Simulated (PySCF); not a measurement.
C4H9O, SMILES [CH](O)CCC, multiplicity 2. Coordinates come from a r2SCAN-D4/def2-SVP optimisation. The isomer is the one that the SMILES or the coordinates give; other isomers of the formula were not compared. Other conformers were not sampled.

Level of theory: PySCF with r2SCAN-D4/def2-SVP.

Harmonic wavenumbers (cm⁻¹): 99, 111, 233, 253, 335, 372, 507, 611, 747, 859, 880, 993, 1052, 1086, 1089, 1216, 1224, 1270, 1288, 1324, 1353, 1386, 1429, 1454, 1465, 1469, 1478, 3002, 3023, 3026, 3066, 3086, 3111, 3116, 3124, 3847. Rotational constants (GHz): 13.91, 2.341, 2.196; symmetry number 1.

Problem. Work out the zero-point energy and the ideal-gas rigid-rotor harmonic-oscillator thermochemistry at 298.15 K and 1 atm.

Solution. ZPE = ½ Σ hcν = ½ × 53985 cm⁻¹ = 322.90 kJ/mol. H − E(el) = 343.26 kJ/mol. Entropy in J/(mol K): translation 162.27, rotation 108.41, vibration 61.95, spin 5.76, total 338.40. G − E(el) = 242.37 kJ/mol. Cp = 106.24 J/(mol K). Modes under 150 cm⁻¹ make the vibrational entropy uncertain.
